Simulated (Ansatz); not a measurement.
The inner images of a band of Cl2H4O3W (10 atoms, charge 0, multiplicity 1) are given out of order.

The calculation used RKS PBE0-D4/def2-SVP (Ansatz).

First end point:

```xyz
10
Properties=species:S:1:pos:R:3
W -0.201 0.184 -0.091
H 0.483 0.421 1.424
Cl 2.251 0.211 -0.140
O -0.391 2.013 0.048
H -0.263 2.696 0.715
O -2.052 -0.063 0.108
H -2.533 -0.885 0.262
Cl -0.070 -2.006 0.679
O 0.226 -0.026 -1.896
H 1.168 -0.050 -2.152
```

Last end point:

```xyz
10
Properties=species:S:1:pos:R:3
W -0.734 -0.342 -0.343
H 1.533 1.254 0.705
Cl 2.748 0.946 0.297
O -0.234 1.260 0.607
H -0.555 2.074 0.172
O -2.574 -0.127 -0.083
H -2.817 -0.103 0.866
Cl -0.438 -2.559 0.045
O 0.377 -0.012 -1.800
H 1.312 0.102 -1.507
```

Problem. Put them in order from the first end to the last, with their energies above the first end.
A.
```xyz
10
Properties=species:S:1:pos:R:3
W -0.069 0.161 -0.050
H 0.705 0.286 1.435
Cl 2.362 0.041 -0.179
O -0.278 1.985 0.119
H -0.956 2.539 0.518
O -1.967 0.093 0.056
H -2.495 -0.653 0.361
Cl -0.212 -2.021 0.725
O 0.297 0.032 -1.874
H 1.231 0.032 -2.153
```
B.
```xyz
10
Properties=species:S:1:pos:R:3
W -0.525 -0.048 -0.255
H 1.296 0.182 0.946
Cl 2.574 0.357 0.500
O -0.411 1.724 0.394
H -0.881 2.359 -0.179
O -2.379 -0.184 -0.037
H -2.671 -0.147 0.895
Cl -0.015 -2.177 0.406
O 0.336 0.130 -1.908
H 1.294 0.297 -1.802
```
C.
```xyz
10
Properties=species:S:1:pos:R:3
W -0.207 0.009 -0.077
H 0.848 0.111 1.215
Cl 2.374 0.306 0.019
O -0.392 1.792 0.486
H -0.890 2.371 -0.112
O -2.106 -0.167 -0.080
H -2.605 -0.163 0.754
Cl -0.001 -2.200 0.506
O 0.311 0.142 -1.851
H 1.286 0.291 -1.902
```
D.
```xyz
10
Properties=species:S:1:pos:R:3
W -0.695 -0.206 -0.364
H 1.526 0.892 0.934
Cl 2.683 0.466 0.516
O -0.344 1.480 0.469
H -0.705 2.240 -0.029
O -2.541 -0.205 -0.065
H -2.745 -0.170 0.893
Cl -0.144 -2.338 0.205
O 0.318 0.099 -1.908
H 1.266 0.236 -1.694
```
E.
```xyz
10
Properties=species:S:1:pos:R:3
W -0.072 0.098 -0.007
H 0.836 0.208 1.387
Cl 2.367 0.009 -0.237
O -0.317 1.859 0.581
H -0.969 2.382 0.089
O -1.934 -0.114 -0.258
H -2.582 -0.396 0.400
Cl -0.140 -2.015 0.946
O 0.244 0.196 -1.840
H 1.184 0.266 -2.103
```

Solution. A (+10.3 kJ/mol), E (+19.9 kJ/mol), C (+54.8 kJ/mol), B (+134.1 kJ/mol), D (+129.2 kJ/mol).

The run took 6 min on 4 threads of Arm Neoverse V1 (shared host), peak memory 0.37 GiB.
